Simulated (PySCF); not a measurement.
**CaF⁻: one state, many levels of theory**

State: ¹Σ⁺ (singlet), closed shell. Set-up: PySCF, spin-free X2C with a Gaussian nucleus, basis sets Ca aug-cc-pVDZ-X2C, F aug-cc-pVDZ-DK. De refers to Ca + F⁻ in their ground configurations, without counterpoise correction. A positive dipole points towards F; it is taken about the centre of mass and depends on that origin.

```csv
Level,Re (Å),ωe (cm⁻¹),De (eV),μ (D),"CPU s a point (SCF and correlation, without the integrals)"
RHF,2.048,517,n/a,4.37,0.14
RHF-MP2,2.039,519,3.09,n/a,0.21
RHF-SCS-MP2,2.043,517,3.08,n/a,n/a
RHF-CCSD,2.037,527,n/a,n/a,n/a
RHF-CCSD(T),2.037,526,n/a,n/a,2.5
PBE,2.013,512,3.23,3.47,0.69
revPBE,2.027,498,3.11,3.63,0.47
TPSS,2.010,522,3.33,4.01,0.86
r²SCAN,2.008,529,3.45,3.87,0.82
M06-L,2.019,526,n/a,4.21,1
PBE0,2.011,522,3.24,3.68,1.5
CAM-B3LYP,2.020,517,3.08,3.31,1.6
```

Problem. What does a quarter of exact exchange do here, going from PBE to PBE0?

Solution. PBE0 less PBE: -0.2 pm in Re, +2.0 % in ωe, +0.01 eV in De. Exact exchange removes part of the self-interaction that spreads semilocal densities, and in most molecules shortens and stiffens the bond and lowers De; so it does here.

Problem. What does the step from GGA to meta-GGA do here, going from PBE to r²SCAN?

Solution. r²SCAN less PBE: -0.5 pm in Re, +3.3 % in ωe, +0.22 eV in De. 

Problem. What does the triples do here, going from RHF-CCSD to RHF-CCSD(T)?

Solution. RHF-CCSD(T) less RHF-CCSD: +0.0 pm in Re, -0.2 % in ωe. Correlation nearly always deepens the well. The bond length hardly moves.

Correlated steps freeze 6 core orbitals. Correlated levels converge slowly with the basis: in double zeta they bind strong bonds too weakly, by up to about 1 eV, and carry superposition errors of some tenths. For an ion De counts to the pair picked by the measured ionisation energies or electron affinities, which need not be the lowest pair at this level. The highest Kohn–Sham level is positive in this anion. Much of that is self-interaction error, but it also means that the finite basis helps to hold the extra electron. The CCSD T1 diagnostic is raised, a sign that a single reference may not be enough here.

The whole job (state search and all levels along the bond) took about 2.8 min on 1 thread of Oxide Virtual Turin-like (shared host), peak memory 0.83 GiB.
